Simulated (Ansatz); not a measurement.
(F2Al-mu-F)3 (Al3F9), relaxed as a singlet with RKS PBE0-D4/def2-SVP in Ansatz, starting from the GFN2-xTB geometry. Force threshold 0.03 eV/Å.

Start:

Cartesian coordinates in Å:
```
Al -1.941 0.280 0.025
F -2.815 -1.066 -0.215
F -2.373 1.823 0.286
F -0.714 0.317 -1.247
Al 0.992 0.157 -1.684
F 1.124 -1.231 -2.513
F 1.527 1.659 -1.988
F 1.456 -0.209 -0.019
Al 0.949 -0.438 1.659
F 1.482 0.857 2.479
F 1.056 -2.030 1.954
F -0.744 -0.118 1.264
```

| step | energy (eV) | largest force component (eV/Å) | SCF passes |
| --- | --- | --- | --- |
| 1 | -44206.3871 | 0.777 | 14 |
| 2 | -44206.4738 | 0.409 | 19 |
| 3 | -44206.5285 | 0.165 | 18 |
| 4 | -44206.5399 | 0.093 | 19 |
| 5 | -44206.5404 | 0.001 | 12 |

Force components are those of the run's own axes.

End:

```xyz
12

Al   -1.9624    0.2834    0.0259
F    -2.9222   -1.0299   -0.2142
F    -2.4915    1.8181    0.2867
F    -0.7277    0.3254   -1.2709
Al    1.0023    0.1590   -1.7035
F     1.1821   -1.2022   -2.6080
F     1.5843    1.6471   -2.0915
F     1.4848   -0.2137   -0.0195
Al    0.9600   -0.4431    1.6775
F     1.5339    0.8115    2.5719
F     1.1147   -2.0355    2.0567
F    -0.7583   -0.1202    1.2889
```

By distances, no bond broke or formed. The bond that changes most is Al5–F8, from 1.77 to 1.79 Å (atoms count from 1).

No frequencies were taken in this run, so the end may be a saddle point.

Hardware: 4 threads of Intel Xeon 6975P-C on a shared host. Wall time 11 s.
